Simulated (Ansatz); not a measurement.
Consider the ligand exchange at a Ga–O bond: `C[O][Ga]([CH3])[F]` + HI → `[CH3][Ga]([F])[I]` + CH₃OH.

Isolated molecules relaxed with PBE0-D4/def2-TZVP in Ansatz; ΔE leaves out vibrations. CBS: MP2 limit from def2 TZ/QZ plus the TZ coupled-cluster correction, frozen cores. This one scheme is used for every species. Elements past krypton have def2 core potentials. For Ga, I outer-core shells are correlated without core-valence functions, which leaves a few kJ/mol of doubt a bond. Scalar relativity is left out up to krypton. Each species was taken in one conformer, which may not be the lowest.

```
             level  ΔE (kcal/mol)
      MP2/def2-SVP          -16.9
SCS-MP2/def2-QZVPP          -18.7
```

What does CCSD(T)/CBS give? (Best estimate.)

The calculation gave: -19.1 kcal/mol. The listed levels differ from it by 2.2, 0.4 kcal/mol.

Largest T1 diagnostic among the species: 0.014.

Leaving LDA and LC-ωPBE aside and taking each functional with its dispersion term where it has one, the values, not all of them listed here, spread over 3.7 kcal/mol, from HSE06-D4 to BLYP-D4. LDA lies +1.9 kcal/mol from PBE without D4. From BLYP to BHLYP (50 % exact exchange), in def2-TZVPP and without D4, ΔE moves by −2.0 kcal/mol.
